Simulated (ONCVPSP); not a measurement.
# praseodymium ONCV: all-electron and pseudo phase curves

```json
{"Element": "praseodymium (Pr)", "Generator": "ONCVPSP 4.0.1", "Type": "optimised norm-conserving Vanderbilt (ONCV)", "Functional": "LDA (Perdew-Wang 92)", "Relativity": "fully relativistic", "Frozen core": "[Kr] 4d10", "Valence charge": "13", "Reference configuration": "4f3 5s2 5p6 6s1 6p1", "Partial waves": "5s+6s: rc 2.90 bohr, ncon 4, nbas 7, qcut 5.3 1/bohr, 2 projectors; 5p+6p: rc 3.50 bohr, ncon 4, nbas 7, qcut 4.7 1/bohr, 2 projectors; d scattering state at 0.05 Ha: rc 3.40 bohr, ncon 5, nbas 8, qcut 2.5 1/bohr, 2 projectors, debl 0.7 Ha; 4f: rc 1.05 bohr, ncon 4, nbas 8, qcut 14.3 1/bohr, 3 projectors, debl 3.5 Ha", "Local potential": "polynomial inside 0.75 bohr (lpopt 5, dvloc0 1 Ha)", "Core correction": "Teter function, fcfact 5, rcfact 1.2"}
```

Open shells are filled in proportion to 2j + 1.

In the d channel the program set the typed energies aside and used -0.110, 0.590 Ha (j = l + 1/2; the other j can differ).

The phase is arctan(r·R′/R) of the radial function R(r), unwrapped; energies in Ha, scanned from -3 to 5 Ha. A pole is an energy at which the radial function vanishes at the test radius. The pseudo phase is shifted by a multiple of π to meet the all-electron one at the reference energy, and phase errors are pseudo minus all-electron; the curves can meet again beyond the range given. Levels narrower than the energy grid can be missing from the lists of poles. Where the grid stepped over a known ghost or core level, its pole and its step of π were put in at the level’s energy.

```tsv
channel	radius (bohr)	reference energy (Ha)	poles, all-electron	poles, pseudo	unbroken range about the reference energy with phases within 0.05 rad	phase error 1 Ha above the reference energy (rad)
s	2.95	-0.16	-1.43, 1.47	-1.43, 1.39, 2.33	below 1.7	-0.004
p3/2	3.55	-0.07	-0.77, 1.10, 3.90	-0.77, 1.09, 3.35	below 1.8	-0.002
p1/2	3.55	-0.07	-0.88, 1.00, 3.74	-0.88, 0.99, 3.39	below 1.8	-0.001
d5/2	3.44	-0.11	0.14, 2.09	-1.93, 0.14, 2.12	-1.9 to 3.0	+0.003
d3/2	3.44	-0.11	0.12, 2.06	-1.71, 0.12, 2.10	-1.7 to 2.9	+0.003
f7/2	1.07	-0.09	2.20	2.20	the whole range	-0.000
f5/2	1.07	-0.10	2.16	2.16	the whole range	-0.000
```

Note: ghosts flagged at negative energy: s at -471.7 eV, p3/2 at -199.8 eV, d5/2 at -52.6 eV, p1/2 at -169.5 eV, d3/2 at -46.5 eV; no localised positive-energy state flagged. A true bound ghost makes a file unfit for plane-wave use.

Phases in the d3/2 channel:

```tsv
E (Ha)	all-electron	pseudo
-2.98	1.433	4.574
-2.76	1.426	4.568
-2.54	1.419	4.561
-2.32	1.410	4.552
-2.10	1.400	4.542
-1.88	1.388	4.529
-1.66	1.372	1.375
-1.44	1.352	1.353
-1.22	1.325	1.326
-1.00	1.286	1.286
-0.78	1.220	1.220
-0.56	1.081	1.081
-0.34	0.566	0.566
-0.12	-1.093	-1.093
0.10	-1.547	-1.547
0.32	-1.737	-1.737
0.54	-1.969	-1.969
0.76	-2.694	-2.693
0.98	-4.045	-4.042
1.20	-4.421	-4.419
1.42	-4.555	-4.552
1.64	-4.627	-4.624
1.86	-4.676	-4.672
2.08	-4.716	-4.710
2.30	-4.753	-4.745
2.52	-4.796	-4.781
2.74	-4.853	-4.826
2.96	-4.954	-4.892
3.18	-5.234	-5.019
3.40	-6.612	-5.412
3.62	-7.464	-6.863
3.84	-7.646	-7.478
4.06	-7.722	-7.639
4.28	-7.766	-7.712
4.50	-7.796	-7.755
4.72	-7.818	-7.784
4.94	-7.838	-7.806
```
